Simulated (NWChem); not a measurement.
System: C2H6Cd; SMILES [CH3][Cd][CH3]

Here is an NWChem input.

```
start job
memory heap 200 mb stack 900 mb global 1100 mb
geometry units angstroms noautosym nocenter noautoz
  Cd    -0.006300     0.000630     0.004340
  C     -0.004747     2.116634     0.003269
  H      0.152013     2.510774    -1.013000
  H      0.797113     2.511128     0.646796
  H     -0.962896     2.511787     0.375583
  C     -0.009415    -2.115378     0.005808
  H     -0.830227    -2.508717    -0.614173
  H     -0.137535    -2.508923     1.026349
  H      0.936896    -2.512332    -0.393797
end
basis spherical
  * library def2-svp
end
ecp
  Cd library def2-ecp
end
dft
  xc xpbe96 cpbe96
  iterations 150
  vectors input atomic output neutral.movecs
end
task dft energy
charge 1
dft
  odft
  mult 2
  vectors input atomic output cation.movecs
end
task dft energy
```

All runs use the structure optimised with PBE0/def2-SVP. Not confirmed as a minimum by frequencies. def2 effective core potentials on Cd; no spin-orbit coupling.

Ions are spin-unrestricted doublets at the neutral geometry; other ion states weren't tried.

Q: Predict the main results of this run. (PBE/def2-SVP with def2 effective core potentials on Cd, vertical spin-unrestricted ions.) Quantities: vertical ionisation energy, ΔSCF (eV); −ε(HOMO) (eV).

A: 
```json
{
  "vertical ionisation energy, ΔSCF (eV)": "8.76",
  "−ε(HOMO) (eV)": "5.72"
}
```
